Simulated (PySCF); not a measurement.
Löwdin shares of the frontier orbitals

Compound: C4H3FN4.
Structure used (GFN2-xTB), in Å, numbered top down from 1:
```
atom  x, y, z in Å
C1    -2.1176   -0.2475   -0.2715
N2    -0.7335    0.0389   -0.0530
N3    -0.3188    1.2309    0.3137
C4     0.9879    1.0946    0.4419
F5     1.7790    2.0840    0.7974
C6     1.3381   -0.2394    0.1354
C7     2.6068   -0.8416    0.1399
N8     3.6544   -1.3028    0.1594
N9     0.1962   -0.8613   -0.1717
H10   -2.6044    0.6534   -0.6388
H11   -2.1958   -1.0539   -0.9975
H12   -2.5912   -0.5561    0.6627
```

The calculation used TDDFT B3LYP/def2-SVPD, vertical, gas phase, core orbitals frozen in the response (PySCF 2.14.0, density-fitted response routines).

Frontier orbitals with the atoms that hold most of them (Löwdin shares over 4%, at most four atoms; ? is withheld):

| orbital | ε (eV) | atoms |
| --- | --- | --- |
| LUMO+2 | -0.11 | N8 28%, C7 24%, C1 14%, C6 10% |
| LUMO+1 | -0.65 | C4 28%, N3 27%, N8 10%, C7 9% |
| LUMO | ? | ? |
| HOMO | -8.09 | ? |
| HOMO-1 | -9.10 | N3 30%, N9 28%, C4 9%, N2 9% |
| HOMO-2 | -9.30 | N9 42%, N3 38%, C6 5%, C4 5% |
| HOMO-3 | -9.78 | N8 34%, C7 25%, N9 12%, C6 8% |

Task: Give the leading atoms of the HOMO.

Result: N2 (bonded to C and 2 N) 20%; C6 (bonded to 2 C and N) 19%; C4 (bonded to C, F and N) 16%; N8 (bonded to C) 15%. By element: carbon 35% or more, nitrogen 34% or more.

Task: Give the leading atoms of the LUMO.

Result: N9 (bonded to C and N) 30%; N2 (bonded to C and 2 N) 19%; C6 (bonded to 2 C and N) 14%; N8 (bonded to C) 12%. By element: nitrogen 60% or more, carbon 14% or more.

Task: What is the LUMO energy, and the HOMO–LUMO gap?

Result: ε(LUMO) = -1.86 eV; the gap is 6.22 eV (0.2287 hartree).

Task: The HOMO–LUMO gap is 6.22 eV. Where does the response calculation put the lowest singlet, and from which orbitals?

Result: S1 is at 5.79 eV (f = 0.258), 0.44 eV below the gap, made of HOMO→LUMO (92%). 

Task: Give energy, strength and leading configuration of S1 and S2, and follow the Löwdin shares of the leading atoms from the occupied to the empty orbital.

Result: 
- S1 (5.79 eV, f 0.258), HOMO→LUMO (92%): N2 20% → 19%, C6 19% → 14%, N9 at most 15% → 30%
- S2 (6.02 eV, f 0.0009), HOMO-2→LUMO (97%): N9 42% → 30%, N3 38% → at most 12%, N2 at most 5% → 19%
